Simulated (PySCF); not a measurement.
A spin–spin coupling run with PySCF 2.14 (density fitting, non-relativistic, gas phase) on `CC(C)B(F)F`, C₃H₇BF₂:

```
$ OMP_NUM_THREADS=1 python probes_run.py task.json out

{"job": {"kind": "j", "xc": "B3LYP", "basis": "cc-pVTZ"}, "charge": 0, "multiplicity": 1}
C     -1.010537    -0.919381     0.335489
C      0.038767    -0.065746    -0.391541
C      1.411644    -0.145040     0.266770
B     -0.501265     1.396969    -0.528229
F      0.095777     2.438557     0.025417
F     -1.612680     1.656829    -1.197318
H     -0.693351    -1.973145     0.385894
H     -1.986889    -0.884500    -0.170436
H     -1.156947    -0.573974     1.372245
H      0.111070    -0.449611    -1.427691
H      1.382289     0.242826     1.297426
H      1.770789    -1.185320     0.314678
H      2.163418     0.443679    -0.280540
```

Hardware: 1 thread of an Arm Neoverse V2, shared host. The job also computes field gradients.

(1) How large is the calculation?

(2) How long does it take, and how much memory does it need?

(3) And these other runs on the same molecule and hardware: GIAO shielding at B3LYP/pcSseg-1; GIAO shielding at B97-D/pcSseg-1; GIAO shielding at BLYP/pcSseg-1; GIAO shielding at BP86/pcSseg-1; GIAO shielding at HF/pcSseg-1; GIAO shielding at KT2/pcSseg-1?

Results:

(1) 48 electrons, 278 basis functions and 654 auxiliary functions.

(2) 58 s of wall time, with 12 SCF cycles; peak memory 0.95 GiB. Times on a shared host scatter by some tens of per cent.

(3) B3LYP/pcSseg-1: 137 functions, 8.1 s; B97-D/pcSseg-1: 137 functions, 13 s; BLYP/pcSseg-1: 137 functions, 13 s; BP86/pcSseg-1: 137 functions, 13 s; HF/pcSseg-1: 137 functions, 4 s; KT2/pcSseg-1: 137 functions, 13 s.
